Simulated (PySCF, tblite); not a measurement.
Isomers of C3H8F3PSi2, one GFN2-xTB conformer each. Single-point energies are computed at PBE0/pcSseg-1 (PySCF, gas phase, no added dispersion term), electronic only.

| SMILES | GFN2-xTB relative energy (kJ/mol) |
| --- | --- |
| F[Si](F)(F)[Si@@H](P)C1CC1 | 0.0 |
| C=CC[Si@H](P)[Si](F)(F)F | 21.8 |

Conformers: `[F:1][Si:2]([F:3])([F:4])[Si@@H:5]([PH2:6])[CH:7]1[CH2:8][CH2:9]1` with Si2–Si5–P6–H -76° and -169°, Si2–Si5–C7–C8 24°; `[CH2:1]=[CH:2][CH2:3][Si@H:4]([PH2:5])[Si:6]([F:7])([F:8])[F:9]` with C1–C2–C3–Si4 94°, C2–C3–Si4–P5 56°, C3–Si4–P5–H -84° and -177°.

Task: What does PBE0/pcSseg-1 give for the same structures?

Result: 
| SMILES | PBE0/pcSseg-1 E (Eh) | PBE0/pcSseg-1 (kJ/mol) | GFN2-xTB (kJ/mol) | point group |
| --- | --- | --- | --- | --- |
| C=CC[Si@H](P)[Si](F)(F)F | -1338.30573 | 0.0 | 21.8 | C1 |
| F[Si](F)(F)[Si@@H](P)C1CC1 | -1338.30035 | 14.1 | 0.0 | C1 |

GFN2-xTB puts F[Si](F)(F)[Si@@H](P)C1CC1 lowest instead. As drawn, the lower has a C=C bond outside aromatic rings, which the higher lacks; the higher has a three-membered ring, which the lower lacks.

Task: Which frontier levels, dipoles and rotational constants go with these structures?

Result: 
```
                    SMILES  HOMO (eV, PBE0/pcSseg-1)  LUMO (eV)  dipole (D)       A, B, C (MHz)
  C=CC[Si@H](P)[Si](F)(F)F                     -7.65      -1.05        2.70  1110, 751.8, 571.2
F[Si](F)(F)[Si@@H](P)C1CC1                     -7.91      -0.92        3.82  1083, 804.7, 564.2
```

Task: What happens when harmonic zero-point energies from GFN2-xTB frequencies are added?

Result: 
```
                    SMILES  ZPE (kJ/mol)  electronic (kJ/mol)  with ZPE (kJ/mol)
  C=CC[Si@H](P)[Si](F)(F)F         273.4                  0.0                0.0
F[Si](F)(F)[Si@@H](P)C1CC1         278.8                 14.1               19.5
```

The zero-point energies span 5.4 kJ/mol. The order is unchanged.
